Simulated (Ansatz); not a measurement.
Computed with Ansatz on PBE0-D4/def2-TZVP structures; ΔE is electronic, products minus reactants. CCSD(T)/CBS adds triple-zeta CCSD(T) − MP2 to the extrapolated MP2 energy (def2 sets, frozen cores). One conformer a species, not always the lowest.

Reaction (formal exchange of groups at a B–F bond): `CB(F)F` + `C=C(F)[SiH2][AlH2]` → `CB(F)[SiH2][AlH2]` + `C=C(F)F`

```csv
species,CCSD(T)/CBS(def2) energy (Eh)
`CB(F)F`,-264.37561
`C=C(F)[SiH2][AlH2]`,-710.54269
`CB(F)[SiH2][AlH2]`,-697.97710
`C=C(F)F`,-276.85281
```

Task: Work out ΔE.

Result: ΔE = (-697.97710) + (-276.85281) − (-264.37561) − (-710.54269) = 0.08839 Eh = +55.5 kcal/mol.

Largest T1 diagnostic among the species: 0.014.

From PBE to PBE0 (25 % exact exchange), in def2-TZVPP and without D4, ΔE moves by +2.0 kcal/mol.
